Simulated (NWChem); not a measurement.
System: C3H7FSi; SMILES C1C([SiH3])(C1)F

No frequency run checked for a minimum.

Q: Give the equilibrium geometry at PBE0/def2-SVP (NWChem) as a Z-matrix, with the point group.

A: point group Cs; any orientation.
```
C
F 1 1.3760
C 1 1.4989 2 114.79
H 3 1.0933 1 115.06 2 -2.79
H 3 1.0940 4 114.84 1 144.15
C 1 1.4989 2 114.79 3 66.92
H 6 1.0933 1 115.06 2 2.79
H 6 1.0940 7 114.84 1 -144.15
Si 1 1.8844 2 112.04 3 -146.54
H 9 1.4928 1 110.27 2 -60.39
H 9 1.4928 10 109.29 1 -121.36
H 9 1.4952 10 109.59 11 -120.11
```
